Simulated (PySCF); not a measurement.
PySCF 2.14 output of an unrestricted revPBE calculation on a single atom or ion in x2c-TZVPPall with one added diffuse shell each of s, p, d type (6s4p3d1f, 40 functions), with the spin-free X2C one-electron Hamiltonian (Gaussian nucleus):

```
SCF conv_tol = 1e-09
number electrons alpha = 3  beta = 1
    Y. Zhang and W. Yang.,  Phys. Rev. Lett. 80, 890 (1998)
    J. P. Perdew, K. Burke, and M. Ernzerhof.,  Phys. Rev. Lett. 77, 3865 (1996)
    J. P. Perdew, K. Burke, and M. Ernzerhof.,  Phys. Rev. Lett. 78, 1396 (1997)
cycle= 1 E= -23.7770801819627  delta_E= -0.00135  |g|= 0.0019  |ddm|= 0.486
cycle= 2 E= -23.7770821580883  delta_E= -1.98e-06  |g|= 0.000174  |ddm|= 0.0241
cycle= 3 E= -23.7770821675255  delta_E= -9.44e-09  |g|= 1.28e-05  |ddm|= 0.00101
cycle= 4 E= -23.777082167653  delta_E= -1.28e-10  |g|= 6.56e-07  |ddm|= 0.000114
converged SCF energy = -23.777082167653  <S^2> = 2.0000008  2S+1 = 3.0000005
```

The run itself started from symmetry-adapted Hartree-Fock orbitals and held the occupation by maximum overlap, on a logarithmic radial grid, so the iterations belong to that start.

Problem. Which element, charge and spin multiplicity is this?

Solution. B⁺ (boron, charge +1), multiplicity 3; the state was [He] 2s1 3s1, high-spin 3S determinant (an excited configuration).

The outer electron is Rydberg-like, and this basis confines it to a smaller radius and binds it less than a complete one would.
